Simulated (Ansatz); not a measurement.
Compare A (`[CH3][SnH2][F]`) with its isomer B (`F[CH2][SnH3]`).

Program: Ansatz. Geometries: PBE0-D4/def2-TZVP. ΔE: electronic, gas phase. CCSD(T)/CBS is the MP2 limit (def2-TZVPP, def2-QZVPP) plus CCSD(T) − MP2 in def2-TZVPP, frozen cores. Functionals use def2-TZVPP. B3LYP here is the variant with VWN-RPA as its local correlation; programs differ in this. def2 core potentials past Kr. For Sn outer-core shells are correlated without core-valence functions, which leaves a few kJ/mol of doubt a bond.

Task: Which is lower in electronic energy at CCSD(T)/CBS, and by how much? (An estimate is asked.)

Result: Ansatz gave: A, by 44.3 kcal/mol.

Task: Give E(B) − E(A) in kcal/mol with PBE0-D4, B3LYP-D4, LDA (SPW92), HF/def2-TZVPP, CCSD(T)/def2-SVP, r2SCAN-D4, PBE-D4. (Best estimate.)

Result: The calculation gave: PBE0-D4 40.8, B3LYP-D4 41.5, LDA (SPW92) 37.7, HF/def2-TZVPP 42.2, CCSD(T)/def2-SVP 39.3, r2SCAN-D4 42.6, PBE-D4 40.4. None reverses the order clearly.

Task: Does the order hold for the free energy at 298.15 K (harmonic terms from PBE0-D4)? (An estimate is asked.)

Result: Ansatz gave: Yes: G(B) − G(A) = +43.0 kcal/mol.

Largest T1 diagnostic: 0.013.

From BLYP to BHLYP (50 % exact exchange), in def2-TZVPP and without D4, E(B) − E(A) moves by +0.9 kcal/mol. Leaving LDA and LC-ωPBE aside and taking each functional with its dispersion term where it has one, the values, not all of them listed here, spread over 2.5 kcal/mol, from PBE-D4 to B2PLYP. LDA lies −2.7 kcal/mol from PBE without D4.
